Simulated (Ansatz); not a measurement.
`CBC=[Se]` + H₂Te → `[Se]=C[TeH]` + `BC` at 500 K and 1 bar (substitution at a C–B bond).

Computed with Ansatz on PBE0-D4/def2-TZVP structures; ΔE is electronic, products minus reactants. CBS: MP2 limit from def2 TZ/QZ plus the TZ coupled-cluster correction, frozen cores. This one scheme is used for every species. Elements past krypton have def2 core potentials. For Se, Te outer-core shells are correlated without core-valence functions, which leaves a few kJ/mol of doubt a bond. Scalar relativity is left out up to krypton. Each species was taken in one conformer, which may not be the lowest.

```json
{"species": "`CBC=[Se]`", "CCSD(T)/CBS energy (Eh)": "-2504.57879", "H − E (kJ/mol)": "206.8", "S (J/(mol·K))": "379.5"}
{"species": "H₂Te", "CCSD(T)/CBS energy (Eh)": "-268.91024", "H − E (kJ/mol)": "48.9", "S (J/(mol·K))": "247.6"}
{"species": "`[Se]=C[TeH]`", "CCSD(T)/CBS energy (Eh)": "-2707.64235", "H − E (kJ/mol)": "86.5", "S (J/(mol·K))": "348.9"}
{"species": "`BC`", "CCSD(T)/CBS energy (Eh)": "-65.83255", "H − E (kJ/mol)": "172.2", "S (J/(mol·K))": "281.8"}
```

H − E and S are ideal-gas, rigid-rotor, harmonic terms from PBE0-D4/def2-TZVP, for one conformer and one mirror image of each species. 1 Eh = 2625.50 kJ/mol, R = 8.31446 J/(mol·K).

Problem. By hand: ΔE, ΔH, ΔS and ΔG.

Solution. ΔE = (-2707.64235) + (-65.83255) − (-2504.57879) − (-268.91024) = 0.01413 Eh = 37.1 kJ/mol. Δ(H − E) = 86.5 + 172.2 − 206.8 − 48.9 = 3.0, so ΔH = 40.1 kJ/mol. ΔS = 348.9 + 281.8 − 379.5 − 247.6 = 3.6 J/(mol·K). ΔG = 40.1 − 500 × (3.6)/1000 = 38.3 kJ/mol.

Problem. By hand: the equilibrium constant, and the temperature at which ΔG would vanish if ΔH and ΔS stayed fixed.

Solution. log₁₀ K = −ΔG/(RT ln 10) = -4.0. ΔG = 0 at ΔH/ΔS = 11139 K, far beyond where these terms or the molecules hold.

The number of gas molecules stays the same, so ΔS is small and ΔH decides. A doubt of 5 kJ/mol in ΔE shifts log₁₀ K by 0.5 here. Other conformers and mirror images would add mixing entropy, several J/(mol·K) or more a flexible species. These are equilibria of isolated gas molecules and say nothing of rates. Largest T1 diagnostic: 0.018 (customary marks: 0.02 for closed shells, 0.045 for open ones).
